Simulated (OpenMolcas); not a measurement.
# Mn4+: ligand-field states by method

Mn4+ with 6 ligands (chloride) in trigonal antiprismatic coordination (D3d) at 2.29 Å, a polar angle of 56.9° against the regular 54.74°. A charge of +0.333 e stands 2.6 Å behind each ligand. Ligand basis ANO-RCC-VDZP.

```json
{
  "Program": "OpenMolcas",
  "Basis": "ANO-RCC-VDZP [5s4p2d1f]",
  "Scalar Hamiltonian": "DKH2, point nucleus",
  "Active space": "3 electrons in 5 orbitals (3d)",
  "State averaging": "2S+1 = 4 even, 10 roots; 2S+1 = 2 even, 40 roots",
  "Spin-orbit coupling": "RASSI with atomic mean-field integrals over the reference wave functions"
}
```

I. CASSCF
II. SS-CASPT2, IPEA 0.25 Eh, imaginary shift 0.1 Eh (closed shells correlated: 3s 3p and the ligand valence shells)
III. SS-CASPT2, IPEA 0.25 Eh, sigma2 regulariser 0.3 Eh (closed shells correlated: 3s 3p and the ligand valence shells)

Spin-free states (labels of D3, the rotations of D3d) in cm-1, each column counted from its own energy of the first state listed:

| State | Degeneracy | I | II | III |
| --- | --- | --- | --- | --- |
| 2S+1 = 4 | 1 | 0 | 0 | 0 |
| 2S+1 = 4 | 1 | 16039 | 24660 | 24730 |
| 4E | 2 | 16130 | 25030 | 25320 |
| 2E | 2 | 20795 | 12370 | 12400 |
| 2S+1 = 2 | 1 | 21494 | 13220 | 13250 |
| 2E | 2 | 21819 | 13140 | 13170 |
| 4E | 2 | 24261 | 32390 | 32630 |
| 2S+1 = 4 | 1 | 25003 | 32980 | 33100 |
| 2E | 2 | 28575 | 20900 | 21020 |
| 2S+1 = 2 | 1 | 29311 | 21860 | 21920 |
| 2S+1 = 2 | 1 | 32301 | 32740 | 32760 |
| 2S+1 = 2 | 1 | 32576 | 29210 | 29310 |
| 2E | 2 | 32884 | 29610 | 29830 |
| 2E | 2 | 34770 | 35270 | 35390 |
| 2S+1 = 2 | 1 | 34913 | 35120 | 35140 |
| 2E | 2 | 37828 | 37550 | 37660 |
| 2E | 2 | 38600 | 38020 | 38110 |
| 2S+1 = 2 | 1 | 38963 | 38140 | 38160 |
| 2S+1 = 4 | 1 | 41922 | 57960 | 59320 |
| 4E | 2 | 43207 | 59000 | 60110 |

From I to II, I's first state of the same spin (2S+1 = 4) moves from 16039 to 24660 cm-1, by about +8600 cm-1.

From I to II, I's first state of another spin (2E) moves from 20795 to 12370 cm-1, by about -8400 cm-1.

χT at 300 K: I 1.84, II 1.85, III 1.85 cm3 K/mol.

Roots that are degenerate in the reference are averaged as groups; the widest CASPT2 spread within a group is 610 cm-1 (the 2-fold group of multiplicity 2 near 37500 cm-1 above the lowest state of its run, II). Shifts and gaps below about the spread of the groups concerned are not significant. Over all roots computed the reference weight is 0.57 to 0.61 in II, 0.58 to 0.61 in III; a low but even weight reflects the number of correlated electrons. The least metal-like active orbital is 68 % on the metal (Löwdin) and no ligand orbital is active, so the numbers are rough. Ligand-to-metal charge-transfer states are missing. With no ligand orbital active B as a rule stays too high, so bands that hang on it stand too high and its fall with covalency is understated. Without dynamic correlation the repulsion within the d shell is too large (B by tens of per cent), so at a given field states of lower spin stand too high (holds for I). With metal d orbitals alone and no dynamic correlation the field as a rule comes out too small, by tens of per cent, by up to half for chloride and softer ligands (holds for I). With one d shell and no ligand orbital active, 10Dq can be off by a tenth or more (holds for II; III). No measured value stands beside these numbers; the geometry was imposed, not optimised, and the real ion may take another.

A state without a sure symmetry label is named by its multiplicity alone.
